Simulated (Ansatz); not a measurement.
C3H7Cl2Ga, SMILES `C[CH](C)[Ga]([Cl])[Cl]`, charge 0, multiplicity 1.

Task: Give a relaxed structure at PBE0-D4/def2-TZVP (Ansatz). (Estimate.)

Result: Computed: 
```xyz
13

C     0.263   -1.323    0.654
C    -0.003    0.156    0.404
C    -1.435    0.432   -0.038
Ga    1.301    0.919   -0.860
Cl    3.276    0.129   -1.124
Cl    0.880    2.628   -2.085
H     0.086   -1.920   -0.245
H    -0.409   -1.702    1.431
H     1.288   -1.512    0.977
H     0.190    0.709    1.332
H    -1.678   -0.097   -0.964
H    -1.619    1.495   -0.208
H    -2.140    0.088    0.726
```
Point group Cs.
This is one stationary point; other conformers may exist.
